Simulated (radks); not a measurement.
Results of a calculation; reference values are marked as such.
Species: Sb17+. Configuration: [Ar] 3d10 4s2 4p4.

Level of theory: scalar-relativistic Kohn-Sham, PBEsol, spin-polarised, spherical densities, finite nucleus; open shells are filled with parallel spins first (spin-orbit coupling, left out, can overturn this in heavy ions); Fermi nuclear charge, rms radius 4.6802 fm (a radial shooting solver on a logarithmic mesh with Libxc functionals).

Energy parts (hartree):
part                        energy
total                  -6365.76856
kinetic                 6662.86186
electron-nucleus      -14840.80776
Hartree                 1964.12233
exchange-correlation    -151.94498

Orbitals (lengths in bohr, moments of r in powers of bohr):
| orbital | occ. | eigenvalue (hartree) | <r^4> | <1/r> | <r^2> |
|---|---|---|---|---|---|
| 1s up | 1 | -1129.413 | 3.129e-06 | 54.30 | 0.001095 |
| 1s down | 1 | -1129.382 | 3.129e-06 | 54.30 | 0.001095 |
| 2s up | 1 | -185.6312 | 0.0005384 | 12.42 | 0.01771 |
| 2s down | 1 | -185.6124 | 0.0005383 | 12.42 | 0.01771 |
| 2p up | 3 | -168.3847 | 0.0003873 | 11.92 | 0.01399 |
| 2p down | 3 | -168.3562 | 0.0003873 | 11.92 | 0.01399 |
| 3s up | 1 | -48.73104 | 0.02295 | 4.458 | 0.1231 |
| 3s down | 1 | -48.69939 | 0.02288 | 4.458 | 0.1230 |
| 3p up | 3 | -43.10292 | 0.02392 | 4.249 | 0.1229 |
| 3p down | 3 | -43.06720 | 0.02382 | 4.250 | 0.1228 |
| 3d up | 5 | -34.58646 | 0.02064 | 4.026 | 0.1068 |
| 3d down | 5 | -34.55114 | 0.02051 | 4.028 | 0.1066 |
| 4s up | 1 | -19.27316 | 0.4658 | 1.966 | 0.5767 |
| 4s down | 1 | -19.09500 | 0.4678 | 1.967 | 0.5772 |
| 4p up | 3 | -17.32610 | 0.5523 | 1.858 | 0.6236 |
| 4p down | 1 | -17.14944 | 0.5565 | 1.857 | 0.6251 |
| 4d up | 0 | -14.40032 | 0.7021 | 1.699 | 0.6905 |
| 4d down | 0 | -14.23226 | 0.7115 | 1.697 | 0.6939 |
| 5s up | 0 | -10.16749 | 4.676 | 1.087 | 1.866 |
| 5s down | 0 | -10.09760 | 4.747 | 1.082 | 1.880 |

The highest occupied level is 4p down at -466.66 eV. The electron density at the nucleus is 2.151e+05 e/bohr^3 (large components only).
